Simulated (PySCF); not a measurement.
Below is a simulated gas-phase C 1s photoelectron spectrum of `FC(F)CBr` (2-bromo-1,1-difluoroethane).

Every computed line was given a Gaussian of 0.5 eV full width at half maximum and an area set by the number of equivalent atoms; the highest printed point is 100. Computed with delta-SCF UKS SCAN, pcX-2 on the ionised atom, pcseg-1 elsewhere, spin-free X2C (PySCF 2.14.0).

```json
{"binding energy (eV)": "292.0", "intensity": "1"}
{"binding energy (eV)": "292.1", "intensity": "2"}
{"binding energy (eV)": "292.2", "intensity": "8"}
{"binding energy (eV)": "292.3", "intensity": "21"}
{"binding energy (eV)": "292.4", "intensity": "42"}
{"binding energy (eV)": "292.5", "intensity": "70"}
{"binding energy (eV)": "292.6", "intensity": "94"}
{"binding energy (eV)": "292.7", "intensity": "100"}
{"binding energy (eV)": "292.8", "intensity": "85"}
{"binding energy (eV)": "292.9", "intensity": "58"}
{"binding energy (eV)": "293.0", "intensity": "32"}
{"binding energy (eV)": "293.1", "intensity": "14"}
{"binding energy (eV)": "293.2", "intensity": "5"}
{"binding energy (eV)": "293.3", "intensity": "1"}
{"binding energy (eV)": "293.4", "intensity": "0"}
{"binding energy (eV)": "293.5", "intensity": "0"}
{"binding energy (eV)": "293.6", "intensity": "0"}
{"binding energy (eV)": "293.7", "intensity": "0"}
{"binding energy (eV)": "293.8", "intensity": "0"}
{"binding energy (eV)": "293.9", "intensity": "0"}
{"binding energy (eV)": "294.0", "intensity": "0"}
{"binding energy (eV)": "294.1", "intensity": "0"}
{"binding energy (eV)": "294.2", "intensity": "0"}
{"binding energy (eV)": "294.3", "intensity": "0"}
{"binding energy (eV)": "294.4", "intensity": "0"}
{"binding energy (eV)": "294.5", "intensity": "0"}
{"binding energy (eV)": "294.6", "intensity": "0"}
{"binding energy (eV)": "294.7", "intensity": "0"}
{"binding energy (eV)": "294.8", "intensity": "0"}
{"binding energy (eV)": "294.9", "intensity": "0"}
{"binding energy (eV)": "295.0", "intensity": "0"}
{"binding energy (eV)": "295.1", "intensity": "0"}
{"binding energy (eV)": "295.2", "intensity": "0"}
{"binding energy (eV)": "295.3", "intensity": "0"}
{"binding energy (eV)": "295.4", "intensity": "0"}
{"binding energy (eV)": "295.5", "intensity": "1"}
{"binding energy (eV)": "295.6", "intensity": "2"}
{"binding energy (eV)": "295.7", "intensity": "7"}
{"binding energy (eV)": "295.8", "intensity": "19"}
{"binding energy (eV)": "295.9", "intensity": "40"}
{"binding energy (eV)": "296.0", "intensity": "68"}
{"binding energy (eV)": "296.1", "intensity": "92"}
{"binding energy (eV)": "296.2", "intensity": "100"}
{"binding energy (eV)": "296.3", "intensity": "87"}
{"binding energy (eV)": "296.4", "intensity": "61"}
{"binding energy (eV)": "296.5", "intensity": "34"}
{"binding energy (eV)": "296.6", "intensity": "15"}
{"binding energy (eV)": "296.7", "intensity": "5"}
{"binding energy (eV)": "296.8", "intensity": "2"}
{"binding energy (eV)": "296.9", "intensity": "0"}
```

Question: How many maxima does the curve show, and how many computed lines lie under it?

Answer: The curve has 2 maxima (at 292.7 and 296.2 eV). Under it lie 2 lines from 2 inequivalent carbon sites.

Question: Decompose the envelope and assign each component. Numbering: `[F:1][CH:2]([F:3])[CH2:4][Br:5]`.

Answer: 
```json
{"position (eV)": "292.68", "relative area": "1", "line": "C 1s", "atoms": "C4", "environment": "sp3 C–Br carbon"}
{"position (eV)": "296.19", "relative area": "1", "line": "C 1s", "atoms": "C2", "environment": "CHF2 carbon"}
```

Question: What are the centre and the root-mean-square width of the whole band?

Answer: The area-weighted mean of the lines is 294.43 eV. Their own spread about it is 1.76 eV (rms) and each Gaussian has σ = 0.5/2.355 = 0.21 eV; the variances add, which gives 1.77 eV.

Question: Above which line width would these two lines show one maximum?

Answer: Two equal Gaussians merge once their distance is under 2σ = FWHM/1.177. With 3.51 eV between them that is a full width over 4.13 eV.

Lowest listed C 1s: C4, bonded to Br, C and 2 H. Highest, 3.51 eV above it: C2, bonded to 2 F, C and H.

The curve has no shake-up lines and no vibrational structure. One conformer (not necessarily the lowest) at the PBE0-D3(BJ)/def2-SVP geometry, without solvent, vibrations or thermal averaging.

Time: 20 s of wall time. Hardware: one thread, x86-64 server (shared host).

Shape of the structure used: `[F:1][CH:2]([F:3])[CH2:4][Br:5]`: F1–C2–C4–Br5 176°.
